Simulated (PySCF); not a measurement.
NMR data simulated for an unnamed compound:

1H NMR (500 MHz, computed): δ 2.12 (s, 3H), 1.98 (s, 1H).

13C{1H} NMR (computed): δ 112.4 (C), 100.5 (CH), 87.0 (C), 83.1 (C), 5.5 (CH3).

[PySCF: coordinates at the GFN2-xTB level; shielding tensors at PBE0/pcSseg-1 (GIAO); equivalent nuclei averaged; non-relativistic Hamiltonian; no solvent; one computed conformer]

References, each an isolated molecule treated in the same way: TMS for 1H (σ = 31.72 ppm) and 13C (σ = 186.93 ppm).

Which of these does the molecule contain: a carboxylic acid, a C≡C triple bond, an N-methyl group, a non-aromatic C=C double bond?

Results:


- A carboxylic acid: no.
- A C≡C triple bond: yes (δC 100.5, 87.0; δH 1.98 (s)).
- An N-methyl group: no.
- A non-aromatic C=C double bond: no.

The data belong to `C#C[Si@](F)(Cl)C#CC`, C5H4ClFSi; they needn't prove each group on their own.

Carbon signals by region: 2 in the sp2 and nitrile region (100–160 ppm), 2 at 50–100 ppm, 1 below 50 ppm.

Splittings by 19F in the carbon and heteronuclear signals aren't shown, as no couplings were computed. Shifts are as computed. Against solution values, carbons near 30 ppm lie about +3 ppm off and those near 130 ppm about +5 ppm. Of 1309 compounds with measured shifts, 239 miss one by over three times the rms of a fit or turn the order of signals round; such compounds aren't used in these exercises. No couplings were computed; multiplicities are counted from neighbouring protons, with m where these are inequivalent, close in shift, in a saturated or five-membered ring or joined by F or P, and br s for small geminal =CH2 splittings.
